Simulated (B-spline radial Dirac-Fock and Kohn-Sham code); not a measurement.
**Magnetic form factor of the 5d shell of Ir⁸⁺**

System: iridium as Ir⁸⁺, configuration 1s2 2s2 2p6 3s2 3p6 3d10 4s2 4p6 4d10 4f14 5s2 5p6 5d1.

Input of the calculation (task.json; shells as n, l, electrons):

```json
{"items": [{
  "Z": 77,
  "q": 8,
  "cfg": [[1, 0, 2], [2, 0, 2], [2, 1, 6], [3, 0, 2], [3, 1, 6], [3, 2, 10], [4, 0, 2], [4, 1, 6], [4, 2, 10], [4, 3, 14], [5, 0, 2], [5, 1, 6], [5, 2, 1]],
  "A": 193,
  "rrms": 5.4032,
  "do": ["scatter"],
  "s": [0.0, 0.05, 0.1, 0.15, 0.2, 0.25, 0.3, 0.35, 0.4, 0.45, 0.5, 0.6, 0.7, 0.8, 0.9, 1.0, 1.1, 1.2, 1.4, 1.6, 1.8, 2.0, 2.5, 3.0, 3.5, 4.0, 5.0, 6.0],
  "pz": [0, 0.1, 0.14, 0.21, 0.3, 0.44, 0.63, 0.91, 1.3, 1.9, 2.8, 4.0, 5.8, 8.3, 12.0, 17.0, 25.0, 36.0, 53.0, 76.0, 110.0],
  "hv_scatter": [1000, 2000, 5000, 10000, 20000, 50000, 100000, 500000]
}]}
```

Run with: `python xray_run.py task.json out`

Calculated with an atomic code on a B-spline grid, using configuration-average Dirac-Fock orbitals. ⟨j_K⟩ is the integral of the 5d radial density with the spherical Bessel function j_K(4πsr), s = sin θ/λ.

```tsv
s (Å⁻¹)	⟨j0⟩	⟨j2⟩	⟨j4⟩
0	1.0000	0.0000	0.0000
0.05	0.9649	0.0139	0.0001
0.1	0.8661	0.0521	0.0011
0.15	0.7208	0.1049	0.0048
0.2	0.5524	0.1599	0.0134
0.25	0.3846	0.2052	0.0276
0.3	0.2361	0.2331	0.0468
0.35	0.1185	0.2405	0.0687
0.4	0.0354	0.2289	0.0904
0.45	-0.0152	0.2028	0.1088
0.5	-0.0392	0.1680	0.1219
0.6	-0.0368	0.0937	0.1283
0.7	-0.0081	0.0356	0.1120
0.8	0.0179	0.0026	0.0838
0.9	0.0318	-0.0096	0.0542
1	0.0344	-0.0090	0.0296
1.1	0.0299	-0.0027	0.0124
1.2	0.0223	0.0046	0.0022
1.4	0.0077	0.0145	-0.0032
1.6	-0.0004	0.0162	0.0005
```

Radial moments of the shell: ⟨r²⟩ = 1.934, ⟨r⁴⟩ = 5.511, ⟨r⁶⟩ = 21.70 in powers of bohr.
